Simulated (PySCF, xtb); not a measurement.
C4H5ClSi, SMILES ClC(=C)[SiH2]C#C. Other conformers were not sampled.

Harmonic wavenumbers (cm⁻¹) from GFN2-xTB run with xtb at its own minimum, in rising order: 33, 85, 182, 214, 266, 297, 338, 493, 550, 567, 650, 682, 684, 691, 719, 762, 782, 896, 1076, 1382, 1654, 2208, 2234, 2243, 3088, 3124, 3352.

### Question
What does PBE0-D3(BJ)/def2-SVP run with PySCF give at its own minimum? (An estimate is asked for; the answer gives what the named calculation found.)

### Answer
55, 97, 199, 239, 305, 317, 380, 577, 626, 646, 710, 744, 749, 755, 790, 847, 941, 944, 1109, 1383, 1690, 2168, 2255, 2256, 3163, 3271, 3473. Paired by order, the mean absolute difference is 56 cm⁻¹ and the zero-point energies are 41.8 and 43.9 kcal/mol.
